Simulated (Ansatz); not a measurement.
`S[SiH2][SiH2]CCl` → `[SiH3]SC[SiH2]Cl`  (isomerisation)

Calculated with Ansatz (gas phase, PBE0-D4/def2-TZVP geometries, no zero-point term in ΔE). CCSD(T)/CBS is the MP2 limit (def2-TZVPP, def2-QZVPP) plus CCSD(T) − MP2 in def2-TZVPP, frozen cores. DFT in def2-TZVPP. Each species was taken in one conformer, which may not be the lowest.

`S[SiH2][SiH2]CCl`:

Z-matrix (Å, degrees):
```
Si
Si 1 2.344
S 1 2.144 2 109.7
H 1 1.486 2 111.7 3 115.4
H 1 1.490 2 111.0 3 -123.9
C 2 1.889 1 111.3 3 175.7
H 2 1.485 1 109.6 3 -63.2
H 2 1.488 1 108.5 3 56.0
H 3 1.344 1 94.8 2 -53.2
Cl 6 1.786 2 110.2 1 -179.0
H 6 1.090 2 111.7 1 -59.7
H 6 1.091 2 111.6 1 61.7
```

`[SiH3]SC[SiH2]Cl`:

Cartesian coordinates in Å:
```
Si -0.427 -2.128 -0.112
S -0.449 -0.634 1.414
C 0.709 0.622 0.774
Si -0.112 1.900 -0.314
Cl -0.661 1.032 -2.096
H 0.950 -2.217 -0.664
H -1.385 -1.890 -1.218
H -0.798 -3.385 0.585
H 1.550 0.144 0.267
H 1.114 1.126 1.658
H 0.838 2.997 -0.632
H -1.328 2.434 0.337
```

```csv
species,PBE0 energy (Eh)
`S[SiH2][SiH2]CCl`,-1479.19735
`[SiH3]SC[SiH2]Cl`,-1479.23564
```

Question: Work out ΔE.

Answer: ΔE = (-1479.23564) − (-1479.19735) = -0.03829 Eh = -100.5 kJ/mol. CCSD(T)/CBS gives -114.7 kJ/mol.

Largest T1 diagnostic among the species: 0.011.

From PBE to PBE0 (25 % exact exchange), in def2-TZVPP and without D4, ΔE moves by −6.9 kJ/mol. The D4 term adds −7.9 kJ/mol with B3LYP and −4.2 kJ/mol with PBE0; it sums over pairs of atoms, weighted by their polarisabilities, and B3LYP, whose exchange is more repulsive, gets the larger term.

B3LYP here is the variant with VWN-RPA as its local correlation; programs differ in this.
